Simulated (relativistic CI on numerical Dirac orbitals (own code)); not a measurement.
# Hyperfine structure of Cs XXXVII, mass number 134

Computed by Dirac-Coulomb-Breit CI, separate exchange-only KLI orbitals for each configuration, model QED (radiative potential, 1s self-energy scaled to tabulated hydrogen-like ionisation energies), unscaled Slater integrals (own radial code, finite nucleus).

CI space (outside the closed core [Ne]): 3s2 3p6 3d, 3s2 3p5 3d2, 3s 3p6 3d2, 3s2 3p6 4s, 3s2 3p6 4p, 3s2 3p6 4d, 3s2 3p5 3d 4s, 3s2 3p6 4f, 3s2 3p5 3d 4p, 3p6 3d3, 3p5 3d4, 3p5 3d3 4s. Double excitations out of closed p, d and f shells are left out; levels of such configurations are missing from the list, as are those of other unlisted configurations, and high levels can miss mixing partners. These lack a partner that the ground configuration has and come out too high: 3s2 3p5 3d 4p.

Nuclear spin I = 4, μ = 2.9893 μN, Q = 0.37 b (tables of Stone and Pyykkö). The electronic factors are computed for point nuclear moments, without core polarisation or the Bohr-Weisskopf and QED corrections.

```csv
Level,E (cm⁻¹),A (MHz),B (MHz)
3s2 3p6 3d 2D_3/2,0,27230,8570
3s2 3p6 3d 2D_5/2,149030,11270,11300
3s2 3p5 3d2 4D°_1/2,1352825,7380,
3s2 3p5 3d2 4D°_3/2,1361991,30170,23700
3s2 3p5 3d2 4G°_9/2,1519077,27480,-45100
3s2 3p5 3d2 4G°_11/2,1567016,25310,-38300
```

Levels with J = 0, under 50 % of one LS term, or S terms without an open s electron are left out. Small factors come from cancelling terms and can be off by tens of per cent or more.

At this charge energies of transitions that change n are usually good to better than 1 %, and those within a shell (Δn = 0) to a few per cent.

Question: Give the hyperfine levels of 3s2 3p6 3d 2D_3/2 relative to its centre of gravity.

Answer: With K = F(F + 1) − I(I + 1) − J(J + 1), E = AK/2 + B[¾K(K + 1) − I(I + 1)J(J + 1)]/[2I(2I − 1)J(2J − 1)]: F = 5/2: -200000, F = 7/2: -110600, F = 9/2: 9865, F = 11/2: 165500 MHz.

LS names give the leading component of a level, which can be under half, so a name can repeat, a term be missing and a line seem to break the LS rules.
